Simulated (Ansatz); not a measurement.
Stepwise reaction of `CB[SiH2]BC` with water, as a gas-phase model of exchange steps in deposition or etching. ΔE in kJ/mol.

Computed with Ansatz on PBE0-D4/def2-TZVP structures; ΔE is electronic, products minus reactants. CCSD(T)/CBS is the MP2 limit (def2-TZVPP, def2-QZVPP) plus CCSD(T) − MP2 in def2-TZVPP, frozen cores. This one scheme is used for every species. DFT in def2-TZVPP. B3LYP here is the variant with VWN-RPA as its local correlation; programs differ in this. Each species was taken in one conformer, which may not be the lowest.

```json
{"step": "2", "reaction": "`CB[SiH2]O` + H₂O → `O[SiH2]O` + `BC`", "PBE-D4": "-116.0", "B3LYP-D4": "-135.5", "ωB97M-V": "-140.2", "CCSD(T)/CBS": "-134.6"}
```

Question: Give the row of step 1, `CB[SiH2]BC` + H₂O → `CB[SiH2]O` + `BC`. (Best estimate.)

Answer: Computed: 
```csv
step,reaction,PBE-D4,B3LYP-D4,ωB97M-V,CCSD(T)/CBS
1,`CB[SiH2]BC` + H₂O → `CB[SiH2]O` + `BC`,-66.9,-90.6,-93.9,-86.5
```

Question: By hand: ΔE of the 2 steps together at CCSD(T)/CBS.

Answer: (-86.5) + (-134.6) = -221.1 kJ/mol, or -110.5 kJ/mol a step.

In ΔE each step is lower than the one before. All are downhill at CCSD(T)/CBS. PBE-D4 differs from CCSD(T)/CBS by 18.6 to 19.6 kJ/mol a step. Isolated molecules leave out the surface, adducts and barriers. Largest T1 diagnostic: 0.013.
